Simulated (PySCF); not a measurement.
## NMR data sheet: C$_{5}$H$_{9}$N$_{3}$OSi

* Formula: C5H9N3OSi
* SMILES: Cc1ncnnc1CO[SiH3]
* InChI: InChI=1S/C5H9N3OSi/c1-4-5(2-9-10)8-7-3-6-4/h3H,2H2,1,10H3
* Point group of the computed structure: C1
* Degrees of unsaturation: 4
* Carbon signals: 5
* Proton signals: 4

Numbering as in the mapped SMILES `[CH3:1][c:2]1[n:3][cH:4][n:5][n:6][c:7]1[CH2:8][O:9][SiH3:10]`. Each H is labelled by its parent atom.

PySCF calculation with shielding tensors at PBE0/pcSseg-1 (GIAO) and GFN2-xTB geometry; in vacuum, rapidly exchanging positions averaged, non-relativistic, a single conformation.

Shifts are taken against calculated references (same method and geometry level): TMS for ¹H (σ = 31.72 ppm), ¹³C (σ = 186.93 ppm), ²⁹Si (σ = 349.16 ppm); ¹⁵N (σ = 267.73 ppm) vs NH3; ¹⁷O (σ = 336.08 ppm) vs H2O.

| carbon | δC, type | δH (multiplicity) | HMBC from (2–3 bonds) | span of the C tensor (ppm) |
| --- | --- | --- | --- | --- |
| C1 | 23.5, CH3 | 2.96 (s) | – | 41 |
| C2 | 165.9, C | – | H(C4), H(C8), H(C1) | 230 |
| C4 | 163.4, CH | 9.87 (s) | – | 213 |
| C7 | 164.3, C | – | H(C8), H(C1) | 252 |
| C8 | 71.2, CH2 | 5.49 (s) | H(Si10) | 54 |

Other nuclei:
```csv
atoms,nucleus,environment,δ (ppm),σ (ppm)
H(Si10),¹H,hydrogen on a silicon bonded to O,4.53,27.18
Si10,²⁹Si,"silicon bonded to O, 3 H",-37.8,386.9
N6,¹⁵N,pyridine-type ring nitrogen,474.2,-206.5
N5,¹⁵N,pyridine-type ring nitrogen,422.3,-154.6
N3,¹⁵N,pyridine-type ring nitrogen,334.7,-67.0
O9,¹⁷O,"oxygen bonded to C, Si",10.2,325.9
```

1. Carbon types of the structure: 2 × C, 1 × CH, 1 × CH2, 1 × CH3, leaving 3 H on heteroatoms.
2. δC 165.9, 164.3: substituted aromatic carbon next to a ring nitrogen.
3. δC 163.4: aromatic CH between two ring heteroatoms.
4. δC 71.2: sp3 CH2 bonded to O, on an aromatic ring; the inductive effect lowers its shielding.
5. δH 9.87: hydrogen on an aromatic CH between two ring heteroatoms; the ring current deshields protons in the ring plane.
6. δH 5.49: hydrogen on an sp3 CH2 bonded to O, on an aromatic ring; its carbon carries O, an electronegative neighbour.

Shifts are as computed. Against solution values, carbons near 30 ppm lie about +3 ppm off and those near 130 ppm about +5 ppm. Of 1211 compounds with measured shifts, 218 miss one by over three times the rms of a fit or turn the order of signals round; such compounds aren't used in these exercises. Experimental scales use liquid or dissolved standards, which lie at an offset from isolated NH3 (liquid NH3: subtract about 20 ppm) and H2O (liquid H2O: subtract about 36 ppm). Unscaled 15N shifts of sp2 nitrogen come out 20 to 40 ppm too high even then. No couplings were computed; multiplicities are counted from neighbouring protons, with m where these are inequivalent, close in shift, in a saturated or five-membered ring or joined by F or P, and br s for small geminal =CH2 splittings.
